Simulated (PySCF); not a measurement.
PySCF job for BrH5N2Si, SMILES N[SiH](N)Br, TDDFT-ωB97X/def2-SVPD. Geometry: B3LYP-D3(BJ)/def2-SVP. This is a generated structure with no PubChem entry under its InChIKey; it may be hypothetical. One conformer was computed; it need not be the lowest.

```python
import numpy as np
from pyscf import gto, scf, dft, tdscf

mol = gto.M(
    atom='''
    Si   -0.40030315   -0.58929482    0.73671412
    N    -1.52250987   -1.42141397   -0.25813773
    N     0.74716805   -1.73202434    1.29915915
    Br    0.38254224    1.06366896   -0.61057891
    H    -0.88086956    0.12946223    1.94513734
    H    -2.03668034   -0.93876081   -0.98645049
    H    -2.00332398   -2.24837428    0.08164700
    H     1.22197905   -2.33994853    0.63756473
    H     1.34155312   -1.50659681    2.09121577
    ''',
    basis='def2-SVPD',
    charge=0,
    spin=0,
    max_memory=1600,
    verbose=4,
)
mf = dft.RKS(mol, xc='wb97x').density_fit(auxbasis='def2-universal-jkfit')
mf.grids.level = 3
mf.conv_tol = 1e-9
mf.max_cycle = 100
mf.kernel()
mf.grids = dft.Grids(mol).set(level=1).build(with_non0tab=True)  # coarser grid for the response kernel
td = tdscf.TDDFT(mf)
td.singlet = True
td.nstates = 10
td.conv_tol = 1e-4
td.positive_eig_threshold = 1e-6
td.kernel(x0=td.get_init_guess(mf, 15))
td.analyze()
tt = tdscf.TDA(mf)
tt.singlet = False
tt.nstates = 4
tt.conv_tol = 1e-4
tt.positive_eig_threshold = 1e-6
tt.kernel(x0=tt.get_init_guess(mf, 9))
tt.analyze(verbose=3)
```

Program output:

```
PySCF version 2.14.0

[INPUT] verbose = 4
[INPUT] num. atoms = 9
[INPUT] num. electrons = 68
[INPUT] charge = 0
[INPUT] spin (= nelec alpha-beta = 2S) = 0
[INPUT] symmetry False subgroup None
[INPUT] Mole.unit = angstrom
[INPUT] Symbol           X                Y                Z      unit          X                Y                Z       unit  Magmom
[INPUT]  1 Si    -0.400303150000  -0.589294820000   0.736714120000 AA   -0.756463320301  -1.113605816425   1.392187918900 Bohr   0.0
[INPUT]  2 N     -1.522509870000  -1.421413970000  -0.258137730000 AA   -2.877126676247  -2.686083112931  -0.487809612117 Bohr   0.0
[INPUT]  3 N      0.747168050000  -1.732024340000   1.299159150000 AA    1.411942983525  -3.273051643681   2.455054985723 Bohr   0.0
[INPUT]  4 Br     0.382542240000   1.063668960000  -0.610578910000 AA    0.722900064678   2.010043021601  -1.153826917335 Bohr   0.0
[INPUT]  5 H     -0.880869560000   0.129462230000   1.945137340000 AA   -1.664602219866   0.244648158175   3.675776847265 Bohr   0.0
[INPUT]  6 H     -2.036680340000  -0.938760810000  -0.986450490000 AA   -3.848768045886  -1.774000827375  -1.864121261543 Bohr   0.0
[INPUT]  7 H     -2.003323980000  -2.248374280000   0.081647000000 AA   -3.785733660974  -4.248811614716   0.154290468892 Bohr   0.0
[INPUT]  8 H      1.221979050000  -2.339948530000   0.637564730000 AA    2.309205734456  -4.421861867279   1.204822726382 Bohr   0.0
[INPUT]  9 H      1.341553120000  -1.506596810000   2.091215770000 AA    2.535167978356  -2.847055351043   3.951825072671 Bohr   0.0

nuclear repulsion = 330.525005239662
number of shells = 61
number of NR pGTOs = 235
number of NR cGTOs = 145
basis = def2-SVPD
ecp = {}


******** <class 'pyscf.df.df_jk.DFRKS'> ********
method = DFRKS
initial guess = minao
damping factor = 0
level_shift factor = 0
DIIS = <class 'pyscf.scf.diis.CDIIS'>
diis_start_cycle = 1
diis_space = 8
diis_damp = 0
SCF conv_tol = 1e-09
SCF conv_tol_grad = None
SCF max_cycles = 100
direct_scf = False
XC library pyscf.dft.libxc version 7.1.2
    S. Lehtola, C. Steigemann, M. J. T. Oliveira, and M. A. L. Marques,  SoftwareX 7, 1–5 (2018)
XC functionals = wb97x
    J.-D. Chai and M. Head-Gordon,  J. Chem. Phys. 128, 084106 (2008)
radial grids:
    Treutler-Ahlrichs [JCP 102, 346 (1995); DOI:10.1063/1.469408] (M4) radial grids

becke partition: Becke, JCP 88, 2547 (1988); DOI:10.1063/1.454033
pruning grids: <function nwchem_prune>
grids dens level: 3
symmetrized grids: False
atomic radii adjust function: <function treutler_atomic_radii_adjust>
small_rho_cutoff = 0
Set gradient conv threshold to 3.16228e-05
Initial guess from minao.
tot grids = 116448
******** <class 'pyscf.df.df.DF'> ********
auxbasis = def2-universal-jkfit
Create RSH-DF object <pyscf.df.df.DF object> for omega=0.3
******** <class 'pyscf.df.df.DF'> ********
auxbasis = auxmol.basis = def2-universal-jkfit
init E= -2974.90075682232
  HOMO = -0.320826972205493  LUMO = 0.0242859410916521  gap/eV = 9.39100
cycle= 1 E= -2975.74698900281  delta_E= -0.846  |g|= 0.456  |ddm|= 3.59
  HOMO = -0.338281924419054  LUMO = 0.0805857402211649  gap/eV = 11.39797
cycle= 2 E= -2975.77359820275  delta_E= -0.0266  |g|= 0.357  |ddm|= 1.28
  HOMO = -0.373638819643968  LUMO = 0.0767782633741638  gap/eV = 12.25647
cycle= 3 E= -2975.80075476647  delta_E= -0.0272  |g|= 0.0458  |ddm|= 0.411
  HOMO = -0.373047992244959  LUMO = 0.0794217378369706  gap/eV = 12.31233
cycle= 4 E= -2975.80132941684  delta_E= -0.000575  |g|= 0.0137  |ddm|= 0.125
  HOMO = -0.373660249395903  LUMO = 0.0790980372907466  gap/eV = 12.32018
cycle= 5 E= -2975.80139692128  delta_E= -6.75e-05  |g|= 0.00515  |ddm|= 0.0539
  HOMO = -0.373447024899736  LUMO = 0.0791688082971804  gap/eV = 12.31630
cycle= 6 E= -2975.80140415419  delta_E= -7.23e-06  |g|= 0.00111  |ddm|= 0.0182
  HOMO = -0.373490342604901  LUMO = 0.0791194561650719  gap/eV = 12.31614
cycle= 7 E= -2975.80140474615  delta_E= -5.92e-07  |g|= 0.000322  |ddm|= 0.00842
  HOMO = -0.373526340539066  LUMO = 0.0791040773844678  gap/eV = 12.31670
cycle= 8 E= -2975.80140479679  delta_E= -5.06e-08  |g|= 9.98e-05  |ddm|= 0.00236
  HOMO = -0.373522386816014  LUMO = 0.0791052317730871  gap/eV = 12.31662
cycle= 9 E= -2975.80140480208  delta_E= -5.29e-09  |g|= 4.12e-05  |ddm|= 0.00074
  HOMO = -0.373520276759074  LUMO = 0.0791047939632454  gap/eV = 12.31656
cycle= 10 E= -2975.80140480257  delta_E= -4.9e-10  |g|= 1.05e-05  |ddm|= 0.00011
  HOMO = -0.373522456964102  LUMO = 0.0791046881458208  gap/eV = 12.31661
Extra cycle  E= -2975.80140480261  delta_E= -3.82e-11  |g|= 8.8e-06  |ddm|= 2.71e-05
converged SCF energy = -2975.80140480261
tot grids = 36344
Overwritten attributes  positive_eig_threshold  of <class 'pyscf.tdscf.rks.TDDFT'>


******** <class 'pyscf.tdscf.rks.TDDFT'> for <class 'pyscf.df.df_jk.DFRKS'> ********
nstates = 10 singlet
deg_eia_thresh = 1.000e-03
wfnsym = None
conv_tol = 0.0001
eigh lindep = 1e-12
eigh level_shift = 0
eigh max_cycle = 100


Excitation energies (eV)
[7.3055657  7.41904693 7.50960751 7.55515513 7.83788452 8.26250812
 8.33030775 8.40099344 8.46194557 8.51066039]

** Singlet excitation energies and oscillator strengths **
Excited State   1:      7.30557 eV    169.71 nm  f=0.0184
      32 -> 35       -0.14097
      32 -> 36       -0.12664
      33 -> 35       -0.43789
      33 -> 36        0.15794
      33 -> 37       -0.32859
      34 -> 35        0.26843
      34 -> 37        0.12910
Excited State   2:      7.41905 eV    167.12 nm  f=0.0504
      31 -> 35       -0.18665
      31 -> 36        0.15919
      31 -> 37        0.13817
      32 -> 36       -0.10482
      33 -> 35        0.21827
      34 -> 35        0.42171
      34 -> 36       -0.15936
      34 -> 37       -0.30233
Excited State   3:      7.50961 eV    165.10 nm  f=0.0468
      31 -> 36        0.15663
      32 -> 35       -0.12294
      32 -> 36       -0.39025
      32 -> 41       -0.12506
      33 -> 35        0.14845
      33 -> 36        0.10480
      34 -> 36        0.42690
      34 -> 41        0.12619
Excited State   4:      7.55516 eV    164.11 nm  f=0.0480
      31 -> 35       -0.10639
      31 -> 36       -0.25170
      32 -> 35       -0.15997
      32 -> 36       -0.43244
      32 -> 41       -0.12971
      34 -> 35       -0.14874
      34 -> 36       -0.33024
      34 -> 41       -0.12021
Excited State   5:      7.83788 eV    158.19 nm  f=0.0440
      33 -> 36        0.54994
      33 -> 40        0.11405
      33 -> 41        0.28003
      33 -> 43       -0.11417
      34 -> 36       -0.14040
      34 -> 41       -0.10055
Excited State   6:      8.26251 eV    150.06 nm  f=0.0232
      31 -> 37        0.11569
      32 -> 35        0.22168
      33 -> 35       -0.24583
      34 -> 35       -0.25969
      34 -> 37       -0.38739
      34 -> 39        0.14995
      34 -> 40       -0.12506
Excited State   7:      8.33031 eV    148.84 nm  f=0.0414
      32 -> 35        0.48565
      32 -> 38        0.16100
      32 -> 40        0.18533
      32 -> 41       -0.18413
      33 -> 37        0.11361
      34 -> 35        0.14020
      34 -> 37        0.21591
Excited State   8:      8.40099 eV    147.58 nm  f=0.0215
      31 -> 37       -0.10728
      32 -> 37        0.48829
      32 -> 39       -0.15704
      32 -> 40        0.19457
      32 -> 48       -0.10192
      33 -> 37       -0.24680
Excited State   9:      8.46195 eV    146.52 nm  f=0.1537
      31 -> 35        0.22060
      31 -> 36        0.38754
      31 -> 37       -0.20953
      31 -> 41        0.15637
      32 -> 37       -0.18306
      33 -> 37       -0.10347
      34 -> 36       -0.21505
      34 -> 41       -0.14139
Excited State  10:      8.51066 eV    145.68 nm  f=0.0626
      31 -> 35       -0.37187
      31 -> 36        0.13095
      31 -> 41        0.11433
      32 -> 37       -0.11868
      33 -> 38       -0.12931
      33 -> 40       -0.10199
      34 -> 35       -0.16427
      34 -> 37        0.23540
      34 -> 38       -0.18481
      34 -> 39       -0.18079
      34 -> 40       -0.13991
      34 -> 41        0.17060
      34 -> 42        0.12882

** Transition electric dipole moments (AU) **
state          X           Y           Z        Dip. S.      Osc.
  1        -0.2138      0.1353      0.1976      0.1031      0.0184
  2        -0.0977     -0.4858      0.1787      0.2775      0.0504
  3         0.3657     -0.2811     -0.2040      0.2544      0.0468
  4        -0.1444      0.1316     -0.4705      0.2595      0.0480
  5         0.2131      0.2006     -0.3787      0.2291      0.0440
  6        -0.2808      0.0484      0.1833      0.1148      0.0232
  7         0.0871      0.3555      0.2628      0.2030      0.0414
  8         0.2371      0.1931      0.1038      0.1043      0.0215
  9         0.2565      0.7413     -0.3553      0.7415      0.1537
 10        -0.4721      0.2437     -0.1346      0.3004      0.0626

** Transition velocity dipole moments (imaginary part, AU) **
state          X           Y           Z        Dip. S.      Osc.
  1        -0.0619      0.0373      0.0549      0.0082      0.0205
  2        -0.0303     -0.1361      0.0484      0.0218      0.0532
  3         0.1060     -0.0819     -0.0569      0.0212      0.0512
  4        -0.0426      0.0353     -0.1351      0.0213      0.0512
  5         0.0619      0.0599     -0.1113      0.0198      0.0458
  6        -0.0844      0.0145      0.0556      0.0104      0.0229
  7         0.0262      0.1084      0.0771      0.0184      0.0400
  8         0.0770      0.0577      0.0316      0.0103      0.0221
  9         0.0836      0.2320     -0.1147      0.0740      0.1586
 10        -0.1454      0.0741     -0.0426      0.0284      0.0606

** Transition magnetic dipole moments (imaginary part, AU) **
state          X           Y           Z
  1         0.4006     -0.6453      0.8233
  2         0.0225      0.7555      0.8184
  3        -0.1290      0.0497     -0.3167
  4         0.1507      0.0704     -0.0338
  5         0.4331     -0.0391     -0.1478
  6        -0.6494     -0.0984     -0.4081
  7        -0.5128      0.3616     -0.0477
  8        -0.0777     -0.9832     -0.0754
  9        -0.0040      0.2621      0.2634
 10         0.4669     -0.4502     -0.2692
Overwritten attributes  positive_eig_threshold  of <class 'pyscf.tdscf.rks.TDA'>


******** <class 'pyscf.tdscf.rks.TDA'> for <class 'pyscf.df.df_jk.DFRKS'> ********
nstates = 4 triplet
deg_eia_thresh = 1.000e-03
wfnsym = None
conv_tol = 0.0001
eigh lindep = 1e-12
eigh level_shift = 0
eigh max_cycle = 100


Excitation energies (eV)
[6.98794316 7.02619744 7.05283424 7.18416448]

** Triplet excitation energies and oscillator strengths **
Excited State   1:      6.98794 eV    177.43 nm  f=0.0000
Excited State   2:      7.02620 eV    176.46 nm  f=0.0000
Excited State   3:      7.05283 eV    175.79 nm  f=0.0000
Excited State   4:      7.18416 eV    172.58 nm  f=0.0000
```

The calculation finished and met its thresholds.
